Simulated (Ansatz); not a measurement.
```yaml
crystal:
  periodic: [false, false, false]
  atoms:
    - {symbol: O, position_ang: [-1.745027, 0.416979, 0.955309]}
    - {symbol: Al, position_ang: [-0.289598, -0.453536, 0.721180]}
    - {symbol: O, position_ang: [1.028734, -0.118439, 1.760807]}
    - {symbol: O, position_ang: [-0.381540, -2.006233, 0.005958]}
    - {symbol: h, position_ang: [0.547495, 0.816876, -1.317775]}
    - {symbol: H, position_ang: [-1.842602, 1.016991, 1.692428]}
    - {symbol: H, position_ang: [1.656692, -0.801216, 1.989630]}
    - {symbol: H, position_ang: [-1.227473, -2.406044, -0.187646]}
    - {symbol: H, position_ang: [0.849478, 2.188111, -1.193089]}
    - {symbol: H, position_ang: [1.740008, 0.399620, -1.942864]}
    - {symbol: H, position_ang: [-0.270667, 0.889792, -2.463340]}
basis:
  gaussian: {orbitals: ANO-RCC-VTZP}
hamiltonian: {xc: {name: HSE06}, dispersion: d3bj}
```

```sh
$ ansatz run in.yaml --threads 4 --pin off --events-out ev --progress --plain --max-ram 10444MiB
```

Shortened log:

```
Error: YAML parse error: error: line 8 column 16: `h` is not an element symbol (H … Og, case-exact)
 6 |     - {symbol: O, position_ang: [1.028734, -0.118439, 1.760807]}
 7 |     - {symbol: O, position_ang: [-0.381540, -2.006233, 0.005958]}
 8 |     - {symbol: h, position_ang: [0.547495, 0.816876, -1.317775]}
 9 |     - {symbol: H, position_ang: [-1.842602, 1.016991, 1.692428]}
10 |     - {symbol: H, position_ang: [1.656692, -0.801216, 1.989630]}
```

In this input an element symbol is wrong. The program refused the input.
